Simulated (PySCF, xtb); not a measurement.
GeH2O2, SMILES [OH][Ge][OH] (connectivity only; charge and spin as stated), neutral, multiplicity 1. The values are those of a single conformer.

Harmonic wavenumbers (cm⁻¹) from GFN2-xTB (xtb 6.7.1) at its own minimum, in rising order: 248, 305, 383, 472, 552, 575, 590, 3680, 3686.

Question: What does PBE-D3(BJ)/def2-TZVP run with PySCF give at its own minimum? (Estimate from the structure and the level; the computed values follow.)

Answer: 258, 389, 468, 641, 658, 803, 865, 3716, 3717. Paired by order, the mean absolute difference is 114 cm⁻¹ and the zero-point energies are 15.0 and 16.5 kcal/mol.
